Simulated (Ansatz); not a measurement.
Consider the ligand exchange at the Se–Ge bond: `C[Se][GeH2][Cl]` + PH₃ → `C[Se]P` + `[Cl][GeH3]`.

Isolated molecules relaxed with PBE0-D4/def2-TZVP in Ansatz; ΔE leaves out vibrations. CCSD(T)/CBS adds triple-zeta CCSD(T) − MP2 to the extrapolated MP2 energy (def2 sets, frozen cores). This one scheme is used for every species. DFT in def2-TZVPP. HSE06 is defined as in plane-wave codes. For Ge, Se outer-core shells are correlated without core-valence functions, which leaves a few kJ/mol of doubt a bond. Scalar relativity is left out up to krypton. One conformer a species, not always the lowest.

| level | ΔE (kcal/mol) | difference from CCSD(T)/CBS |
| --- | --- | --- |
| r2SCAN-D4 | 10.7 | -0.3 |
| HSE06-D4 | 10.5 | -0.5 |
| ωB97X-V | 10.6 | -0.4 |
| B2PLYP | 10.6 | -0.4 |
| PBE-QIDH | 10.8 | -0.2 |
| revPBE | 9.3 | -1.7 |
| BLYP | 9.6 | -1.4 |
| r2SCAN | 10.5 | -0.5 |
| r2SCANh | 10.5 | -0.5 |
| LC-ωPBE | 9.8 | -1.2 |
| HF/def2-SVP | 11.4 | 0.4 |
| CCSD(T)/def2-SVP | 12.9 | 1.9 |
| CCSD(T)/def2-TZVPP | 11.6 | 0.6 |
| SCS-MP2/def2-QZVPP | 10.7 | -0.3 |
| MP2/CBS(def2) | 11.2 | 0.2 |
| CCSD/CBS(def2) | 10.9 | -0.1 |
| CCSD(T)/CBS | 11.0 | 0 |

Largest T1 diagnostic among the species: 0.013.

In def2-TZVPP, CCSD(T) changes the Hartree–Fock value by +1.2 kcal/mol (the triples alone add +0.1 kcal/mol) and MP2 by +1.5 kcal/mol. At CCSD(T), def2-SVP lies +1.9 kcal/mol from the extrapolated value and def2-TZVPP +0.6 kcal/mol.

CCSD(T)/CBS has its own doubt, a few kJ/mol and more with outer-core shells, so smaller differences from it don't rank the levels.
